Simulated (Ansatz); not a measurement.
A structure relaxed at PBE0-D4/def2-TZVP, charge 0, multiplicity 1:

```xyz
8

N    -1.307    0.534   -0.434
Nb    0.552    0.186    0.031
O     0.841   -1.673    0.063
F     1.686    0.939   -1.254
S     0.854    1.070    1.958
H    -1.955    1.106    0.086
H    -1.764    0.101   -1.226
H     1.093   -2.263    0.776
```

**Question.** Give its formula and SMILES.

**Answer.** FH3NNbOS, `[NH2][Nb]([OH])([F])=[S]`.

**Question.** Summarise the bond lengths by kind.

**Answer.** 1 × N–Nb 1.948 Å; 2 × H–N 1.009 to 1.012 Å; 1 × Nb–O 1.882 Å; 1 × F–Nb 1.871 Å; 1 × Nb–S 2.142 Å; 1 × H–O 0.959 Å.

Computed with Ansatz.
